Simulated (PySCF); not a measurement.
CH3BrF2Ge. Atoms are numbered in the order given.

```xyz
8

C     -1.6817    -1.5542     0.0000
Ge     0.0321    -0.6682     0.0000
F      0.9841    -1.1490     1.3665
F      0.9841    -1.1490    -1.3665
Br    -0.0758     1.6157     0.0000
H     -2.2399    -1.2578     0.8987
H     -2.2399    -1.2578    -0.8987
H     -1.5182    -2.6412     0.0000
```

Geometry: TPSSh-D3(BJ)/def2-SVP.

These are M06-2X/def2-TZVP (PySCF) values and carry that method's errors.

ESP charges are fitted to the potential on shells at 1.4 to 2.0 van der Waals radii. Atomic charges (e):

```json
[
 {"atom": "C1", "IAO": "-0.73", "ESP fit": "-0.80", "Mulliken": "-0.55", "Löwdin": "-0.48"},
 {"atom": "Ge2", "IAO": "…", "ESP fit": "0.78", "Mulliken": "1.05", "Löwdin": "0.20"},
 {"atom": "F3", "IAO": "…", "ESP fit": "-0.30", "Mulliken": "-0.39", "Löwdin": "-0.14"},
 {"atom": "F4", "IAO": "…", "ESP fit": "-0.30", "Mulliken": "-0.39", "Löwdin": "-0.14"},
 {"atom": "Br5", "IAO": "-0.25", "ESP fit": "-0.14", "Mulliken": "-0.27", "Löwdin": "0.13"},
 {"atom": "H6", "IAO": "…", "ESP fit": "0.23", "Mulliken": "0.18", "Löwdin": "0.14"},
 {"atom": "H7", "IAO": "…", "ESP fit": "0.23", "Mulliken": "0.18", "Löwdin": "0.14"},
 {"atom": "H8", "IAO": "…", "ESP fit": "0.28", "Mulliken": "0.19", "Löwdin": "0.14"}
]
```

Task: Complete the blanks. (The exact figures need the calculation; the answer reports its results.)

Result: 
- Ge2, IAO: 1.52
- F3, IAO: -0.54
- F4, IAO: -0.54
- H6, IAO: 0.18
- H7, IAO: 0.18
- H8, IAO: 0.18
